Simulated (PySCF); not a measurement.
Choosing a basis for TDDFT

Compound: C₃H₈BFO.
SMILES: `BO[C@@H](F)CC`

TDDFT with PBE0 (PySCF), vertical singlets, core orbitals frozen in the response, spherical d and f functions. Geometry: PBE0-D3(BJ)/def2-SVP, one conformer, isolated molecule.

Question: How do the low singlets change with the basis? Take 6-31G*, 6-31+G*, def2-SVP, def2-SVPD, aug-cc-pVDZ, def2-TZVP and def2-TZVPD.

Answer: 

```json
{"basis": "6-31G*", "functions": "100", "diffuse": "no", "S1 (eV)": "6.55", "S2 (eV)": "7.59", "S3 (eV)": "8.75", "S4 (eV)": "9.01", "S5 (eV)": "9.11", "LUMO (eV)": "-0.15", "α (au)": "47.9"}
{"basis": "6-31+G*", "functions": "124", "diffuse": "yes", "S1 (eV)": "6.37", "S2 (eV)": "7.41", "S3 (eV)": "8.38", "S4 (eV)": "8.41", "S5 (eV)": "8.70", "LUMO (eV)": "-0.72", "α (au)": "53.5"}
{"basis": "def2-SVP", "functions": "124", "diffuse": "no", "S1 (eV)": "6.37", "S2 (eV)": "7.46", "S3 (eV)": "8.51", "S4 (eV)": "8.89", "S5 (eV)": "8.97", "LUMO (eV)": "-0.49", "α (au)": "49.4"}
{"basis": "def2-SVPD", "functions": "190", "diffuse": "yes", "S1 (eV)": "6.31", "S2 (eV)": "7.41", "S3 (eV)": "8.35", "S4 (eV)": "8.58", "S5 (eV)": "8.80", "LUMO (eV)": "-0.73", "α (au)": "57.4"}
{"basis": "aug-cc-pVDZ", "functions": "210", "diffuse": "yes", "S1 (eV)": "6.28", "S2 (eV)": "7.31", "S3 (eV)": "8.05", "S4 (eV)": "8.27", "S5 (eV)": "8.35", "LUMO (eV)": "-0.77", "α (au)": "58.4"}
{"basis": "def2-TZVP", "functions": "234", "diffuse": "no", "S1 (eV)": "6.32", "S2 (eV)": "7.37", "S3 (eV)": "8.37", "S4 (eV)": "8.74", "S5 (eV)": "8.90", "LUMO (eV)": "-0.67", "α (au)": "55.6"}
{"basis": "def2-TZVPD", "functions": "300", "diffuse": "yes", "S1 (eV)": "6.30", "S2 (eV)": "7.34", "S3 (eV)": "8.27", "S4 (eV)": "8.33", "S5 (eV)": "8.59", "LUMO (eV)": "-0.73", "α (au)": "58.4"}
```

States are compared by their number. Against the largest diffuse basis here (def2-TZVPD, itself not a converged limit), sets without diffuse functions differ by up to 0.25 eV in S1 and 0.52 eV in S5; the smaller diffuse sets differ by up to 0.07 and 0.25 eV. State by state, the largest deviation of a set without diffuse functions is S1 0.25, S2 0.25, S3 0.48, S4 0.68, S5 0.52 eV. The same number needn't mean the same state in each row. Against def2-TZVPD the polarisability deviates by -18% in 6-31G*, -8% in 6-31+G*, -15% in def2-SVP, -2% in def2-SVPD, 0% in aug-cc-pVDZ, -5% in def2-TZVP. A single + in a Pople set puts diffuse functions on heavy atoms only.
